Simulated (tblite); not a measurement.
Parent: `[SiH3:1][CH2:2][C@H:3]1[CH2:4][SiH2:5][SiH2:6]1` with Si1–C2–C3–C4 174°, C2–C3–C4–Si5 143°, C3–C4–Si5–Si6 -14°, C4–Si5–Si6–C3 11°, C2–C3–Si6–Si5 -137°, C3H12Si3.

Structures optimised with GFN2-xTB, isolated species. One conformer each, not checked by frequencies here.

| coordinate of the parent | value |
| --- | --- |
| Si1–C2 | 1.898 Å |
| C2–C3 | 1.524 Å |
| C3–C4 | 1.552 Å |
| C4–Si5 | 1.922 Å |
| Si5–Si6 | 2.324 Å |
| C3–Si6 | 1.934 Å |
| Si1–C2–C3 | 114.1° |
| C2–C3–C4 | 113.1° |
| C2–C3–Si6 | 118.4° |
| C4–C3–Si6 | 100.3° |
| C3–C4–Si5 | 100.9° |
| C4–Si5–Si6 | 77.9° |
| C3–Si6–Si5 | 77.7° |

**Question.** How does the shared frame change in `[NH2:1][C:2](=[O:3])[Si@@H:4]1[CH2:5][C@H:6]([CH2:7][SiH3:8])[SiH2:9]1` with H–N1–C2–O3 176° and 3°, N1–C2–Si4–C5 24°, C5–C6–C7–Si8 59°, C2–Si4–C5–C6 -137°, Si4–C5–C6–C7 147°, C5–C6–Si9–Si4 -16°, C2–Si4–Si9–C6 126°, C4H13NOSi3? Atoms pair as Si1 = Si8, C2 = C7, C3 = C6, C4 = C5, Si5 = Si4, Si6 = Si9 (parent first).

**Answer.** 
```tsv
parent	relative	value in the relative	change
Si1–C2	Si8–C7	1.904 Å	+0.006
C2–C3	C7–C6	1.524 Å	0.000
C3–C4	C6–C5	1.546 Å	-0.006
C4–Si5	C5–Si4	1.929 Å	+0.007
Si5–Si6	Si4–Si9	2.331 Å	+0.007
C3–Si6	C6–Si9	1.936 Å	+0.002
Si1–C2–C3	Si8–C7–C6	113.8°	-0.3
C2–C3–C4	C7–C6–C5	113.9°	+0.8
C2–C3–Si6	C7–C6–Si9	118.0°	-0.4
C4–C3–Si6	C5–C6–Si9	100.6°	+0.3
C3–C4–Si5	C6–C5–Si4	100.0°	-0.9
C4–Si5–Si6	C5–Si4–Si9	77.7°	-0.2
C3–Si6–Si5	C6–Si9–Si4	77.0°	-0.7
```

Of the parent's bonds, Si1–C2, C3–C4, C4–Si5 and Si5–Si6 change most and about equally (-0.006 to +0.007 Å). Bonds of the relative outside the shared frame: N1–C2 1.351, C2=O3 1.216, C2–Si4 1.919 Å. Point group C1 → C1.

All values are computed, not measured.
